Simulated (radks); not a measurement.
The numbers below are computed, except where a source is named.
Valence configurations of La (all share [Xe]). Code: a radial shooting solver on a logarithmic mesh with Libxc functionals. Model: scalar-relativistic Kohn-Sham, LDA (Slater exchange, Perdew-Wang correlation), spin-polarised, spherical densities, finite nucleus; open shells are filled with parallel spins first (spin-orbit coupling, left out, can overturn this in heavy ions); Fermi nuclear charge, rms radius 4.855 fm. Energies are relative to 5d1 6s2; eigenvalues in eV for spin up.

valence          E (eV)  moment (Bohr magnetons)   e(4f)   e(5d)   e(6p)   e(6s)
5d1 6s2           0.000                        1       -  -3.392       -  -3.940
5d1.5 6s1.5       0.104                        2       -  -3.006       -  -3.802
4f1 6s2           0.586                        1  -0.159       -       -  -3.529
5d1 6p2           4.502                        3       -  -5.104  -2.592       -
6s2 6p1           2.403                        1       -       -  -2.348  -5.129
5d1 6s1 6p1       1.846                        3       -  -4.346  -2.170  -4.780
5d0.5 6s1.5 6p1   2.157                        2       -  -4.809  -2.269  -4.969
4f2 5d1           5.483                        3  -0.323  -3.379       -       -

NIST lists [Xe] 5d1 6s2 as the ground configuration; this level of theory agrees among the configurations tried. The energies are those of spherical high-spin densities, not of single terms. No valid solution was reached for [Xe] 4f1 5d0.5 6s1.5; [Xe] 4f1 5d2.
